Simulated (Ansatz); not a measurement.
Two isomers of C2H6S2Si: A = `C=C([SiH3])SS`, B = `C1[SiH2]SCS1`.

Program: Ansatz. Geometries: PBE0-D4/def2-TZVP. ΔE: electronic, gas phase. CCSD(T)/CBS is the MP2 limit (def2-TZVPP, def2-QZVPP) plus CCSD(T) − MP2 in def2-TZVPP, frozen cores. DFT in def2-TZVPP. B3LYP here is the variant with VWN-RPA as its local correlation; programs differ in this. Each species was taken in one conformer, which may not be the lowest.

A:

```xyz
11

C     1.090    1.396    0.629
C     0.541    0.241    0.248
Si   -1.308   -0.049    0.378
S     1.618   -1.044   -0.299
S     0.405   -2.324   -1.319
H     0.479    2.188    1.047
H     2.157    1.589    0.552
H    -1.602   -1.309    1.105
H    -1.957   -0.080   -0.956
H    -1.843    1.111    1.140
H     0.420   -1.719   -2.525
```

B:

```xyz
11

C    -1.143   -0.026   -0.522
Si   -0.509   -0.715    1.113
S     1.526   -0.067    1.097
C     1.466    0.670   -0.578
S     0.249   -0.077   -1.662
H    -1.925   -0.665   -0.938
H    -1.540    0.987   -0.419
H    -0.613   -2.196    1.146
H    -1.240   -0.164    2.284
H     1.289    1.742   -0.480
H     2.441    0.513   -1.041
```

Problem. Which is lower in electronic energy at CCSD(T)/CBS, and by how much? (Estimate.)

Solution. The calculation gave: B, by 35.3 kcal/mol.

Problem. Give E(B) − E(A) in kcal/mol with MP2/def2-TZVPP, B3LYP, PBE0-D4, PBE-D4, ωB97M-V, r2SCAN-D4, CCSD/def2-TZVPP. (An estimate is asked.)

Solution. Ansatz gave: MP2/def2-TZVPP -37.8, B3LYP -30.3, PBE0-D4 -37.5, PBE-D4 -33.9, ωB97M-V -35.3, r2SCAN-D4 -34.9, CCSD/def2-TZVPP -34.8. None reverses the order clearly.

Largest T1 diagnostic: 0.013.

In def2-TZVPP, CCSD(T) changes the Hartree–Fock value by −2.6 kcal/mol (the triples alone add +0.2 kcal/mol) and MP2 by −5.8 kcal/mol. From PBE to PBE0 (25 % exact exchange), in def2-TZVPP and without D4, E(B) − E(A) moves by −3.7 kcal/mol.
